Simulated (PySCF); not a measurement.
# Electron correlation in Se (selenium, neutral)

[Ar] 3d10 4s2 4p3 5s1, high-spin 5S determinant (an excited configuration). All numbers are calculated (PySCF 2.14, scalar relativity through the core potential, in aug-cc-pVDZ-PP with ECP10MDF). Frozen: 3s2 3p6 3d10; 6 electrons correlated.

| level | correlation energy (mhartree) |
| --- | --- |
| CCSD | -84.85 |
| (T) | -1.42 |
| CCSD(T) | -86.27 |
| CCSDT | -86.56 |

Diagnostics: T1 = 0.0063, D1 = 0.0198, largest double amplitude 0.043.

The outer electron is Rydberg-like, and this basis confines it to a smaller radius and binds it less than a complete one would.

Cost of the coupled-cluster step: of the order of 0.17 core-seconds, for 6 correlated electrons.

Iterations:

```
CC2 = 0
CCSD nocc = (np.int64(5), np.int64(1)), nmo = (23, 23)
frozen orbitals [[0, 1, 2, 3, 4, 5, 6, 7, 8], [0, 1, 2, 3, 4, 5, 6, 7, 8]]
max_cycle = 100
direct = 0
conv_tol = 1e-08
conv_tol_normt = 1e-06
diis_space = 8
diis_start_cycle = 0
Init t2, MP2 energy = -0.0698317805205372
Init E_corr(UCCSD) = -0.0698317805229573
cycle = 1  E_corr(UCCSD) = -0.0817928323625645  dE = -0.0119610518  norm(t1,t2) = 0.0389172
cycle = 2  E_corr(UCCSD) = -0.0840835140793312  dE = -0.00229068172  norm(t1,t2) = 0.0105295
cycle = 3  E_corr(UCCSD) = -0.0848716295486776  dE = -0.000788115469  norm(t1,t2) = 0.00348521
cycle = 4  E_corr(UCCSD) = -0.0848512362076744  dE = 2.0393341e-05  norm(t1,t2) = 0.000387545
cycle = 5  E_corr(UCCSD) = -0.0848521686465005  dE = -9.32438826e-07  norm(t1,t2) = 5.08222e-05
cycle = 6  E_corr(UCCSD) = -0.0848519285731819  dE = 2.40073319e-07  norm(t1,t2) = 1.01991e-05
cycle = 7  E_corr(UCCSD) = -0.0848521177252649  dE = -1.89152083e-07  norm(t1,t2) = 2.20778e-06
cycle = 8  E_corr(UCCSD) = -0.0848520689833278  dE = 4.87419371e-08  norm(t1,t2) = 3.15044e-07
cycle = 9  E_corr(UCCSD) = -0.0848520746669762  dE = -5.68364836e-09  norm(t1,t2) = 4.66502e-08
UCCSD converged
E(UCCSD) = -371.7333827373195  E_corr = -0.0848520746669762
UCCSD(T) correction = -0.00142260963696271
```
